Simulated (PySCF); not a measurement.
FH3O2SeSi, SMILES O[Si]([SeH])(F)O.

Geometry: B3LYP-D3(BJ)/def2-SVP. The structure was generated by enumeration, and PubChem lists no compound with its InChIKey, so it may never have been made. Other conformers were not sampled.

Two levels are set side by side: TDDFT-PBE/def2-SVPD (PySCF) and TDDFT-CAM-B3LYP/def2-SVPD (PySCF). Vertical, same geometry. The lowest singlet is HOMO→LUMO 97 % with PBE and HOMO→LUMO+1 86 % with the other functional; states are paired by order. Differences are taken from unrounded values.

| quantity | TDDFT-PBE |
|---|---|
| lowest singlet excitation (eV) | 5.17 |
| lowest triplet excitation (TDA) (eV) | 4.86 |

Q: These are the TDDFT-PBE values. What does TDDFT-CAM-B3LYP give? (The exact figures need the calculation; the answer reports its results.)

A: 
```json
[
 {"quantity": "lowest singlet excitation (eV)", "TDDFT-CAM-B3LYP": "5.48", "TDDFT-PBE minus TDDFT-CAM-B3LYP": "-0.32"},
 {"quantity": "lowest triplet excitation (TDA) (eV)", "TDDFT-CAM-B3LYP": "5.04", "TDDFT-PBE minus TDDFT-CAM-B3LYP": "-0.17"}
]
```

A lower first singlet is the usual sign of a functional without exact exchange. Differences between two approximate levels are no errors against the true value.

Rough cost on one machine, each run with all the roots and properties that it gave: TDDFT-CAM-B3LYP against TDDFT-PBE about 7 times.
